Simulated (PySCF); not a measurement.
Trends in electronic spectra. Method used: PySCF, TDDFT CAM-B3LYP/def2-SVPD, vertical, gas phase, core orbitals frozen in the response. Geometries: GFN2-xTB; one conformer of each isolated species. Triplets are in the Tamm–Dancoff approximation. 'Strongest' means the level of largest summed f among the lowest 8 singlets; it needn't be the same kind of state in each. Ions are computed without counter-ions or solvent.

Task: Rank by computed HOMO energy, lowest first.
A. `O=C(O)C1=CC=CC(F)=C1`
B. `C=C/C=N/N=C/C`
C. `C=C[C@H](C)C(=O)O`
D. `C=Cc1cccc(F)[s+]1`
E. `CC#CCC=C=CC`
F. `O=C(F)C1=CC=C(O)C=C1`
G. `c1ncon1`
H. `COc1pccs1`

Result: D (-13.25 eV), G (-10.28 eV), C (-9.07 eV), A (-8.87 eV), F (-8.59 eV), E (-8.28 eV), B (-7.68 eV), H (-7.30 eV).

| SMILES | HOMO (eV) | S1 (eV) | strongest (eV) | T1 (eV) | first f ≥ 0.01 (nm) | S1 mainly |
| --- | --- | --- | --- | --- | --- | --- |
| C=Cc1cccc(F)[s+]1 | -13.25 | 3.83 | 3.83 | 2.45 | 324 | H→L (95%) |
| c1ncon1 | -10.28 | 6.14 | 9.09 | 4.68 | 172 | H-1→L (98%) |
| C=C[C@H](C)C(=O)O | -9.07 | 5.79 | 7.12 | 4.42 | 214 | H→L (36%) |
| O=C(O)c1cccc(F)c1 | -8.87 | 5.02 | 6.76 | 3.82 | 247 | H→L (77%) |
| O=C(F)c1ccc(O)cc1 | -8.59 | 5.13 | 6.94 | 3.59 | 237 | H→L+1 (51%) |
| CC#CCC=C=CC | -8.28 | 5.94 | 7.08 | 4.62 | 184 | H→L+1 (21%) |
| C=C/C=N/N=C/C | -7.68 | 4.55 | 5.36 | 2.98 | 272 | H-1→L (82%) |
| COc1pccs1 | -7.30 | 4.63 | 6.03 | 2.83 | 268 | H→L (95%) |

H and L stand for HOMO and LUMO.

- `C=Cc1cccc(F)[s+]1`: Löwdin shares by element: HOMO carbon 66% or more (atoms not listed hold the other 34%); LUMO carbon 48% or more, sulfur 20% (atoms not listed hold the other 31%).
- `c1ncon1`: Löwdin shares by element: HOMO nitrogen 51%, carbon 38%; LUMO nitrogen 34%, carbon 26% or more, oxygen 19% (atoms not listed hold the other 20%).
- `C=C[C@H](C)C(=O)O`: Löwdin shares by element: HOMO carbon 65% or more, oxygen 15% or more (atoms not listed hold the other 20%); LUMO carbon 55% or more, oxygen 14% or more (atoms not listed hold the other 31%).
- `O=C(O)c1cccc(F)c1`: Löwdin shares by element: HOMO carbon 53% or more, fluorine 11% (atoms not listed hold the other 36%); LUMO carbon 45% or more, oxygen 12% or more (atoms not listed hold the other 43%).
- `O=C(F)c1ccc(O)cc1`: Löwdin shares by element: HOMO carbon 48% or more, oxygen 18% or more (atoms not listed hold the other 35%); LUMO carbon 43% or more, oxygen 15% or more (atoms not listed hold the other 42%).
- `CC#CCC=C=CC`: Löwdin shares by element: HOMO carbon 70% or more (atoms not listed hold the other 30%); LUMO carbon 43% or more (atoms not listed hold the other 57%).
- `C=C/C=N/N=C/C`: Löwdin shares by element: HOMO nitrogen 44%, carbon 31% or more (atoms not listed hold the other 25%); LUMO carbon 53% or more, nitrogen 23% or more (atoms not listed hold the other 24%).
- `COc1pccs1`: Löwdin shares by element: HOMO carbon 36% or more, phosphorus 30%, oxygen 16% (atoms not listed hold the other 17%); LUMO carbon 28% or more, phosphorus 25%, sulfur 22%, oxygen 9% (atoms not listed hold the other 17%).
